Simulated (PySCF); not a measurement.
[(Z)-prop-1-enyl]silane (C3H8Si), SMILES C/C=C\[SiH3]. Heavy atoms are numbered as in [CH3:1]/[CH:2]=[CH:3]\[SiH3:4]. Hydrogens are named by the atom that carries them.

Geometry: r2SCAN-D4/def2-SVP.

These are PBE0/pcSseg-1 (PySCF) values and carry that method's errors.

GIAO shieldings, no solvent; atoms alike by connectivity are averaged. δ = σ(ref) − σ: ¹³C against TMS (σ = 186.3 ppm); ²⁹Si against TMS (σ = 352.7 ppm); ¹H against TMS (σ = 31.56 ppm), references at their B3LYP-D3(BJ)/def2-TZVP geometries, non-relativistic.

```tsv
atoms	nucleus	count	δ (ppm)
C2 (CH)	¹³C	1	161.9
C3 (CH)	¹³C	1	125.6
C1 (CH3)	¹³C	1	(withheld)
Si4 (SiH3)	²⁹Si	1	-84.5
H on C2	¹H	1	(withheld)
H on C3	¹H	1	(withheld)
H on Si4	¹H	3	(withheld)
H on C1	¹H	3	2.23
```

Some entries are withheld; supply them. (An estimate is asked for; the answer gives what the named calculation found.)


- H on Si4, δ (ppm): 4.45
- H on C2, δ (ppm): 7.10
- C1 (CH3), δ (ppm): 24.9
- H on C3, δ (ppm): 6.01
